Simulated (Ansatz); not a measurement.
`[Cl][SnH2][Si](Cl)(Cl)Cl` + silanol → `[SiH3][O][SnH2][Cl]` + trichlorosilane  (cleavage of the Sn–Si bond)

Gas-phase electronic energies from Ansatz, PBE0-D4/def2-TZVP geometries. CCSD(T)/CBS adds triple-zeta CCSD(T) − MP2 to the extrapolated MP2 energy (def2 sets, frozen cores). This one scheme is used for every species. DFT in def2-TZVPP. B3LYP here is the variant with VWN-RPA as its local correlation; programs differ in this. HSE06 is defined as in plane-wave codes. def2 core potentials past Kr. For Sn outer-core shells are correlated without core-valence functions, which leaves a few kJ/mol of doubt a bond. One conformer a species, not always the lowest.

```json
{"level": "LDA (SPW92)", "ΔE (kJ/mol)": "0.7", "difference from CCSD(T)/CBS": "22.8"}
{"level": "PBE-D4", "ΔE (kJ/mol)": "-0.6", "difference from CCSD(T)/CBS": "21.5"}
{"level": "revPBE-D4", "ΔE (kJ/mol)": "-2.1", "difference from CCSD(T)/CBS": "20.0"}
{"level": "BLYP-D4", "ΔE (kJ/mol)": "-12.2", "difference from CCSD(T)/CBS": "9.9"}
{"level": "r2SCAN-D4", "ΔE (kJ/mol)": "-17.3", "difference from CCSD(T)/CBS": "4.8"}
{"level": "B97M-V", "ΔE (kJ/mol)": "-25.6", "difference from CCSD(T)/CBS": "-3.5"}
{"level": "PBE0-D4", "ΔE (kJ/mol)": "-4.6", "difference from CCSD(T)/CBS": "17.5"}
{"level": "B3LYP-D4", "ΔE (kJ/mol)": "-14.6", "difference from CCSD(T)/CBS": "7.5"}
{"level": "r2SCANh-D4", "ΔE (kJ/mol)": "-16.6", "difference from CCSD(T)/CBS": "5.5"}
{"level": "r2SCAN0-D4", "ΔE (kJ/mol)": "-15.9", "difference from CCSD(T)/CBS": "6.2"}
{"level": "HSE06-D4", "ΔE (kJ/mol)": "-4.1", "difference from CCSD(T)/CBS": "18.0"}
{"level": "CAM-B3LYP-D4", "ΔE (kJ/mol)": "-23.3", "difference from CCSD(T)/CBS": "-1.2"}
{"level": "ωB97X-V", "ΔE (kJ/mol)": "-23.0", "difference from CCSD(T)/CBS": "-0.9"}
{"level": "B2PLYP", "ΔE (kJ/mol)": "-24.8", "difference from CCSD(T)/CBS": "-2.7"}
{"level": "PBE-QIDH", "ΔE (kJ/mol)": "-16.9", "difference from CCSD(T)/CBS": "5.2"}
{"level": "PBE", "ΔE (kJ/mol)": "-4.7", "difference from CCSD(T)/CBS": "17.4"}
{"level": "revPBE", "ΔE (kJ/mol)": "-6.1", "difference from CCSD(T)/CBS": "16.0"}
{"level": "BLYP", "ΔE (kJ/mol)": "-19.4", "difference from CCSD(T)/CBS": "2.7"}
{"level": "r2SCAN", "ΔE (kJ/mol)": "-18.5", "difference from CCSD(T)/CBS": "3.6"}
{"level": "PBE0", "ΔE (kJ/mol)": "-8.6", "difference from CCSD(T)/CBS": "13.5"}
{"level": "r2SCANh", "ΔE (kJ/mol)": "-18.1", "difference from CCSD(T)/CBS": "4.0"}
{"level": "r2SCAN0", "ΔE (kJ/mol)": "-17.5", "difference from CCSD(T)/CBS": "4.6"}
{"level": "HSE06", "ΔE (kJ/mol)": "-8.2", "difference from CCSD(T)/CBS": "13.9"}
{"level": "BHLYP", "ΔE (kJ/mol)": "-29.1", "difference from CCSD(T)/CBS": "-7.0"}
{"level": "CAM-B3LYP", "ΔE (kJ/mol)": "-28.0", "difference from CCSD(T)/CBS": "-5.9"}
{"level": "LC-ωPBE", "ΔE (kJ/mol)": "-21.1", "difference from CCSD(T)/CBS": "1.0"}
{"level": "RPA@PBE/def2-TZVPP", "ΔE (kJ/mol)": "-27.8", "difference from CCSD(T)/CBS": "-5.7"}
{"level": "HF/def2-SVP", "ΔE (kJ/mol)": "-39.3", "difference from CCSD(T)/CBS": "-17.2"}
{"level": "MP2/def2-SVP", "ΔE (kJ/mol)": "-35.4", "difference from CCSD(T)/CBS": "-13.3"}
{"level": "CCSD/def2-SVP", "ΔE (kJ/mol)": "-33.2", "difference from CCSD(T)/CBS": "-11.1"}
{"level": "CCSD(T)/def2-SVP", "ΔE (kJ/mol)": "-31.7", "difference from CCSD(T)/CBS": "-9.6"}
{"level": "HF/def2-TZVPP", "ΔE (kJ/mol)": "-43.9", "difference from CCSD(T)/CBS": "-21.8"}
{"level": "MP2/def2-TZVPP", "ΔE (kJ/mol)": "-22.2", "difference from CCSD(T)/CBS": "-0.1"}
{"level": "SCS-MP2/def2-TZVPP", "ΔE (kJ/mol)": "-30.0", "difference from CCSD(T)/CBS": "-7.9"}
{"level": "CCSD/def2-TZVPP", "ΔE (kJ/mol)": "-26.5", "difference from CCSD(T)/CBS": "-4.4"}
{"level": "CCSD(T)/def2-TZVPP", "ΔE (kJ/mol)": "-24.4", "difference from CCSD(T)/CBS": "-2.3"}
{"level": "HF/def2-QZVPP", "ΔE (kJ/mol)": "-47.3", "difference from CCSD(T)/CBS": "-25.2"}
{"level": "MP2/def2-QZVPP", "ΔE (kJ/mol)": "-22.1", "difference from CCSD(T)/CBS": "0.0"}
{"level": "HF/CBS(def2)", "ΔE (kJ/mol)": "-47.8", "difference from CCSD(T)/CBS": "-25.7"}
{"level": "CCSD/CBS(def2)", "ΔE (kJ/mol)": "-24.2", "difference from CCSD(T)/CBS": "-2.1"}
{"level": "CCSD(T)/CBS", "ΔE (kJ/mol)": "-22.1", "difference from CCSD(T)/CBS": "0"}
```

Largest T1 diagnostic among the species: 0.013.

The D4 term adds +6.9 kJ/mol with B3LYP and +4.1 kJ/mol with PBE0; it sums over pairs of atoms, weighted by their polarisabilities, and B3LYP, whose exchange is more repulsive, gets the larger term. Leaving LDA and LC-ωPBE aside and taking each functional with its dispersion term where it has one, the values spread over 25.0 kJ/mol, from B97M-V to PBE-D4. LDA lies +5.4 kJ/mol from PBE without D4. From BLYP to BHLYP (50 % exact exchange), in def2-TZVPP and without D4, ΔE moves by −9.7 kJ/mol.
